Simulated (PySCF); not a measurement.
C₃H₉Si, SMILES C[Si](C)C, multiplicity 2.

Geometry optimised at B3LYP-D3(BJ)/def2-SVP. The isomer is the one that the SMILES or the coordinates give; other isomers of the formula were not compared.

All values below come from SMD-ωB97X/6-31G* (PySCF).

Solvation free energies are E(SMD) − E(gas) at the gas-phase geometry, for 1 M in both phases. In vacuum the dipole moment is 0.66 D.

Computed solvation free energies in water, acetone, diethylether:
| solvent | ΔG(solv) (kcal/mol) | its non-electrostatic (CDS) part | dipole (D) |
|---|---|---|---|
| water | 2.5 | 4.2 | 0.93 |
| acetone | -1.5 | 0.1 | 0.91 |
| diethylether | -1.7 | -0.6 | 0.83 |
